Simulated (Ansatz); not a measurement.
`[F][Ti]([Br])([Br])[Br]`. The species carries charge 0 and has multiplicity 1.

Problem. List the harmonic frequencies (cm⁻¹, unscaled) at PBE0-D4/def2-TZVP in Ansatz. (Best estimate.)

Solution. Ansatz gave: 78, 78, 104, 152, 152, 282, 409, 409, 786.

Problem. Is this a minimum?

Solution. Yes, all 9 modes are real.

Problem. Give the ideal-gas thermochemistry at 298.15 K and 1 bar (rigid rotor, harmonic oscillator; point group C3v, symmetry number 3).

Solution. Zero-point energy 14.7 kJ/mol; H(298) − E = 36.9 kJ/mol; entropy 387.7 J/(mol·K), of which translation 180.3, rotation 123.1, vibration 84.4; G(298) − E = -78.7 kJ/mol. Modes under 100 cm⁻¹ are hindered rotations or soft bends, so the harmonic entropy is rough.

Problem. Rotational constants (cm⁻¹)?

Solution. 0.02417, 0.02417, 0.01469.
